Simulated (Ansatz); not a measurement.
Molecule: dihydroxy(dimethoxy)silane, C$_{2}$H$_{8}$O$_{4}$Si, net charge 0, singlet state. 
Geometry from a B3LYP-D3(BJ)/def2-TZVP (Ansatz, a program for electronic structure) optimisation:
SMILES: CO[Si](O)(O)OC
```xyz
15

Si    -0.1844     0.3930     0.0122
O     -0.8229    -0.9000     0.7701
C     -1.3996    -2.0163     0.1043
O      1.1995     0.0974    -0.7951
C      2.4419    -0.2055    -0.1734
O      0.1626     1.4926     1.1718
O     -1.2789     0.8869    -1.0979
H     -1.8061    -2.6853     0.8623
H     -0.6471    -2.5567    -0.4765
H     -2.2032    -1.7008    -0.5645
H      2.7294     0.5792     0.5296
H      2.3898    -1.1580     0.3610
H      3.1978    -0.2812    -0.9545
H     -0.4523     1.5705     1.9050
H     -0.9630     1.4464    -1.8112
```

Quantity: vertical triplet-singlet gap (E(triplet) - E(singlet); each state is the SCF solution reached for its spin), in kJ/mol. Valence correlation only, unless marked. Open shells are spin-unrestricted. No spin-orbit coupling. Non-relativistic. 

| level | program | vertical triplet-singlet gap (kJ/mol) |
|---|---|---|
| HF/aug-cc-pV(T+d)Z | Ansatz | 676.7 |
| SVWN5/def2-TZVPD | Ansatz | 595.9 |
| PBE/def2-TZVPD | Ansatz | 597.6 |
| r2SCAN/def2-TZVPD | Ansatz | 646.7 |
| B3LYP/def2-TZVPD | Ansatz | 667.7 |
| PBE0/def2-TZVPD | Ansatz | 683.0 |
| BHLYP/def2-TZVPD | Ansatz | 735.6 |
| CAM-B3LYP/def2-TZVPD | Ansatz | 723.9 |
| wB97M-V/def2-TZVPD | Ansatz | 746.9 |
| wB97X-V/def2-TZVPD | Ansatz | 760.1 |
| B2PLYP/def2-TZVPD | Ansatz | 728.6 |
| RI-MP2/aug-cc-pV(T+d)Z | Ansatz | 815.4 |
